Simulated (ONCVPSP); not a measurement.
What one change does to a pseudopotential (cobalt, ONCV)

- Element: Co (Z = 27)
- Generator: ONCVPSP 4.0.1
- Type: optimised norm-conserving Vanderbilt (ONCV)
- Functional: LDA (Perdew-Wang 92)
- Relativity: scalar-relativistic
- Frozen core: [Ne]
- Valence charge: 17
- Reference configuration: 3s2 3p6 3d7.5 4s1.5
- Partial waves: 3s+4s: rc 1.10 bohr, ncon 3, nbas 7, qcut 9.8 1/bohr, 2 projectors; 3p: rc 1.05 bohr, ncon 4, nbas 9, qcut 13 1/bohr, 2 projectors, debl 3.4 Ha; 3d: rc 1.70 bohr, ncon 4, nbas 9, qcut 10.2 1/bohr, 2 projectors, debl 1.2 Ha
- Local potential: polynomial inside 0.80 bohr (lpopt 4, dvloc0 6 Ha)
- Core correction: Teter function, fcfact 4, rcfact 1.25

Change: p: qcut 7.9.

Cutoffs: the cutoffs (Ha) at which the residual kinetic energy of the hardest occupied pseudo-wave falls to 1 and 0.1 mHa per electron; they do not see the model core or the augmentation charge, which bear on the density cutoff. Errors are all-electron minus pseudo energies relative to the spin-unpolarised reference configuration.

Question: How do hardness, ghosts and transferability respond?

Answer: The potential gets harder (38 Ha and 43 Ha → 42 Ha and 202 Ha); the errors of the 4 common tests hardly move; neither file shows a bound ghost.

```tsv
quantity	base	changed
cutoff, loose	38 Ha	42 Ha
cutoff, tight	43 Ha	202 Ha
loose cutoff by channel	s 37 Ha, p 36 Ha, d 38 Ha	s 37 Ha, p 42 Ha, d 38 Ha
bound ghosts	none	none
GHOST(+) flags under 300 eV	none	none
error for 3s2 3p6 3d7 4s2, meV [ΔE 0.98 eV]	+13	+13
error for 3s2 3p6 3d7 4s1, meV [ΔE 10.27 eV]	+4.1	+4.1
error for 3s2 3p6 3d7 4s0, meV [ΔE 27.35 eV]	-1.4	-1.4
error for 3s2 3p6 3d7 4s0 4p2, meV [ΔE 10.13 eV]	+3.5	+3.4
s: phases at 1.12 bohr within 0.05 rad from the reference energy up to (Ha; the scan ends near 5)	to the end of the scan	to the end of the scan
p: phases at 1.06 bohr within 0.05 rad from the reference energy up to (Ha; the scan ends near 5)	to the end of the scan	to the end of the scan
d: phases at 1.73 bohr within 0.05 rad from the reference energy up to (Ha; the scan ends near 5)	to the end of the scan	to the end of the scan
rms error of d²Exc/dni dnj with the model core, mHa	0.80	0.80
```
